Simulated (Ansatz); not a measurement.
Ideal-gas functions of CH3Cl3Si (`C[Si](Cl)(Cl)Cl`) at 500 K and 1 bar, from an Ansatz frequency run at PBE0-D4/def2-TZVP.

Molar mass 149.48 g/mol, point group C3v (symmetry number 3), electronic degeneracy 1, moments of inertia 290.449, 290.45, 390.318 u Å². Harmonic wavenumbers (cm⁻¹, unscaled): 153, 153, 169, 217, 217, 232, 451, 584, 584, 765, 812, 812, 1282, 1439, 1439, 3059, 3154, 3154.

Use S(trans) = R[1.5 ln M + 2.5 ln T − 1.1517]; rotational temperatures θ = 24.2544 K / I; S(rot) = R[ln(√π/σ · √(T³/θAθBθC)) + 1.5]; for each mode x = 1.438777 ν̃/T, S = R[x/(eˣ − 1) − ln(1 − e⁻ˣ)] and H = RT x/(eˣ − 1); 1 cm⁻¹ = 0.0119627 kJ/mol; R = 8.31446 J/(mol·K).

By hand: the entropy, in J/(mol·K).

Translation 182.0. Rotation: θ = 0.0835, 0.0835, 0.0621 K, giving 117.8. Vibration, mode by mode: 15.20, 15.20, 14.39, 12.36, 12.36, 11.83, 6.71, 4.91, 4.91, 3.25, 2.92, 2.92, 1.00, 0.69, 0.69, 0.01, 0.01, 0.01, in all 109.4. Electronic 0.0. Sum 409.2 J/(mol·K).

By hand: H − E and G − E in kJ/mol, counted from the electronic energy.

Zero-point energy ½ × 18676 × 0.0119627 = 111.7; thermal vibration 28.2; translation, rotation and pV give 4 RT = 16.6. H − E = 156.5 kJ/mol, and G − E = 156.5 − 500 × 409.2/1000 = -48.1 kJ/mol.

Vibration gives 27 % of the entropy.
